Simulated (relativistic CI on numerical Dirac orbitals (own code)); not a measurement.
**Slater and spin-orbit integrals, W17+**

These numbers are calculated, not measured: Dirac-Coulomb-Breit CI, separate exchange-only KLI orbitals for each configuration, model QED, unscaled Slater integrals (own radial code, finite nucleus).

Slater integrals F^k, G^k are unscaled and averaged over j, outside the closed core [Ar] 3d10; ζ comes from projecting the Hamiltonian with its Breit term on Σ l·s of the shell.

- 4s²4p⁶4d¹⁰4f¹¹: F^2(4f,4f) = 193640, F^4(4f,4f) = 124190, F^6(4f,4f) = 90159, ζ(4f) = 5577 cm⁻¹; <r>(4f) = 0.5215, <r^2>(4f) = 0.3204 (bohr units).
- 4s²4p⁶4d¹⁰4f¹⁰5s: F^2(4f,4f) = 196460, F^4(4f,4f) = 126120, F^6(4f,4f) = 91604, ζ(4f) = 5757.3, G^3(4f,5s) = 34782 cm⁻¹; <r>(4f) = 0.5153, <r^2>(4f) = 0.3125, <r>(5s) = 0.9058, <r^2>(5s) = 0.9128 (bohr units).
- 4s²4p⁶4d¹⁰4f⁹5s²: F^2(4f,4f) = 199510, F^4(4f,4f) = 128220, F^6(4f,4f) = 93173, ζ(4f) = 5940.1 cm⁻¹; <r>(4f) = 0.5088, <r^2>(4f) = 0.3042 (bohr units).

Averages of the first 10 configurations, taken without configuration mixing, which lowers the lowest level and can move excited configurations by several eV; other configurations of the list can lie among them:

```tsv
Configuration	Parity	States	Average energy above the lowest level (eV)
4s²4p⁶4d¹⁰4f¹¹	odd	364	9.1
4s²4p⁶4d¹⁰4f¹⁰5s	even	2002	16.9
4s²4p⁶4d¹⁰4f⁹5s²	odd	2002	31.8
4s²4p⁶4d¹⁰4f¹⁰5p	odd	6006	65.4
4s²4p⁶4d¹⁰4f¹⁰5d	even	10010	131.1
4s²4p⁶4d⁹4f¹²	even	910	232.1
4s²4p⁶4d¹⁰4f¹⁰6s	even	2002	192.5
4s²4p⁶4d⁸4f¹³	odd	630	456.9
4s²4p⁵4d¹⁰4f¹²	odd	546	434.3
4s²4p⁴4d¹⁰4f¹³	odd	210	859.8
```
